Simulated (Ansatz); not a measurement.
Program: Ansatz. Geometries: PBE0-D4/def2-TZVP. ΔE: electronic, gas phase. CBS: MP2 limit from def2 TZ/QZ plus the TZ coupled-cluster correction, frozen cores. This one scheme is used for every species. Functionals use def2-TZVPP. For Ge outer-core shells are correlated without core-valence functions, which leaves a few kJ/mol of doubt a bond. Scalar relativity is left out up to krypton. One conformer a species, not always the lowest.

Reaction (cleavage of the Ge–Al bond): `C[S][AlH][GeH3]` + CH₃OH → `C[O][GeH3]` + `C[S][AlH2]`

CCSD(T)/CBS gives +0.14 eV.

**Question.** Another level gave +0.06 eV. Which?
A. r2SCAN/def2-TZVPP
B. ωB97X-V/def2-TZVPP
C. PBE/def2-TZVPP
D. SCS-MP2/def2-TZVPP

**Answer.** B. ωB97X-V 0.06, PBE 0.25, r2SCAN 0.14, SCS-MP2/def2-TZVPP -0.02 eV.

Largest T1 diagnostic among the species: 0.012.

In def2-TZVPP, CCSD(T) changes the Hartree–Fock value by +0.20 eV (the triples alone add +0.01 eV) and MP2 by +0.15 eV.
